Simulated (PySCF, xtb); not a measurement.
BeF2, SMILES [F][Be][F].

xtb with GFN2-xTB at its own geometry gives an orbital gap of 8.44 eV and a dipole moment of 0.00 D.

The structure is a stationary point at r2SCAN-D4/def2-TZVP. The isomer is the one that the SMILES or the coordinates give; other isomers of the formula were not compared.

Problem. What does M06-2X/def2-TZVPD (PySCF) give? (An estimate is asked for; the answer gives what the named calculation found.)

Solution. gap 13.34 eV (levels -13.95 and -0.61 eV), dipole 0.00 D.
